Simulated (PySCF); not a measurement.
This script is equivalent to a calculation on Ag+ (silver, charge +1).

```python
from pyscf import gto, scf, dft, mp, cc
import basis_set_exchange as bse
mol = gto.M(atom="Ag 0 0 0", charge=1, spin=0, symmetry="D2h",
            basis=gto.basis.parse(bse.get_basis("x2c-TZVPPall", elements=["Ag"], fmt="nwchem", augment_diffuse=1)),
            nucmod="G")
mf = dft.UKS(mol, xc="WB97X").sfx2c1e()
mf.irrep_nelec = {'Ag': (8, 8), 'B1g': (2, 2), 'B2g': (2, 2), 'B3g': (2, 2), 'B1u': (3, 3), 'B2u': (3, 3), 'B3u': (3, 3)}
mf.kernel()
```

**Question.** What total energy does it give?

**Answer.** -5315.28 hartree (calculated).

**Question.** Which occupied shell lies highest, and where?

**Answer.** 4d, at -19.948 eV.
